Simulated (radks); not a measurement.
Q: Excited configurations of neutral barium: one electron is placed in a higher orbital outside [Xe] 6s1. The ground configuration is [Xe] 6s2. Calculated with a radial shooting solver on a logarithmic mesh with Libxc functionals: scalar-relativistic Kohn-Sham, r2SCAN, spin-polarised, spherical densities, finite nucleus; open shells are filled with parallel spins first (spin-orbit coupling, left out, can overturn this in heavy ions); meta-GGA in the generalised Kohn-Sham scheme; Fermi nuclear charge, rms radius 4.8378 fm. Excitation = E - E(ground); binding = E(ion) - E, where the ion is the core of charge +1; n* = 1/sqrt(2 binding) in atomic units, and the quantum defect is n - n*.

| outer orbital | excitation (eV) | binding (eV) | n* | quantum defect | eigenvalue (eV) | <r> (bohr) |
|---|---|---|---|---|---|---|
| 5d | 0.805 | 4.123 | 1.817 | 3.183 | -1.513 | 3.885 |
| 5f | 4.033 | 0.895 | 3.900 | 1.100 | -0.415 | 17.55 |
| 6d | 3.521 | 1.406 | 3.110 | 2.890 | -0.692 | 12.18 |
| 7s | 2.965 | 1.963 | 2.633 | 4.367 | -1.223 | 11.06 |

Estimate the row for 7f.

A: excitation (eV) 4.489; binding (eV) 0.439; n* 5.565; quantum defect 1.435; eigenvalue (eV) -0.272; <r> (bohr) 45.24. The Delta-SCF ionisation energy is 4.928 eV (NIST Atomic Spectra Database: 5.212 eV, measured). Self-interaction in the functional shifts the binding energies and quantum defects, so they are the method's values and not measured ones.
